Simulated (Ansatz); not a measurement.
Which is lower?

The two ends of one reaction step of SiHF4, doublet (PBE0-D4/def2-TZVP).

A:

| atom | x (Å) | y (Å) | z (Å) |
| --- | --- | --- | --- |
| F1 | -1.6021 | -1.1992 | 0.7172 |
| Si2 | 0.9088 | 0.0229 | -0.1434 |
| F3 | 0.3883 | -0.3545 | -1.5868 |
| F4 | -0.1065 | 1.0938 | 0.4583 |
| F5 | 2.2942 | 0.7702 | -0.3177 |
| H6 | -1.8828 | -0.3331 | 0.8722 |

B:

F1  (0.375, -1.081, 0.933)
Si2  (0.585, 0.102, -0.065)
F3  (-0.039, -0.266, -1.449)
F4  (-0.106, 1.386, 0.494)
F5  (2.114, 0.369, -0.240)
H6  (-2.929, -0.510, 0.327)
(Å)

Program: Ansatz 0.2.0. Basis: def2-TZVPP. Cores are frozen in the correlated methods; orbitals are unrestricted. B3LYP uses VWN-RPA correlation.

Problem. Which structure is lower at CCSD(T), and by how much? (An estimate is asked for; the value comes from the calculation.)

Solution. By the calculation: B, by 1.021 eV (electronic energy, against the other). By their contacts, A is a complex of SiF₃ ([F][Si]([F])[F]) + HF and B is a complex of SiF₄ ([F][Si]([F])([F])[F]) + H.

All methods give the same order:

```
      method  E(B) − E(A) (eV)
       SPW92            -0.766
      PBE-D4            -0.739
     BLYP-D4            -0.719
   r2SCAN-D4            -0.892
      B97M-V            -1.091
     PBE0-D4            -0.882
    B3LYP-D4            -0.832
  r2SCAN0-D4            -0.946
    BHLYP-D4            -1.010
CAM-B3LYP-D4            -0.921
     wB97X-V            -1.000
     wB97M-V            -1.014
      B2PLYP            -0.951
    PBE-QIDH            -1.044
  RPA on PBE            -0.940
          HF            -1.328
         MP2            -1.116
        CCSD            -1.028
     CCSD(T)            -1.021
```

T1 diagnostic: at most 0.013. ⟨S²⟩ of the unrestricted Hartree–Fock references: 0.75 (a pure state has 0.75).

Labels in which every atom is bracketed show which atoms are joined, not bond orders.

For scale, one of the runs: CCSD(T)/def2-TZVPP, 180 basis functions, launched by `ansatz run in.yaml --threads 8 --pin off --events-out ev --progress --plain --max-ram 19148MiB`. Hardware: 8 CPU threads of an Arm Neoverse V1, shared host. Wall time 110 s; peak host memory 5.2 GiB.
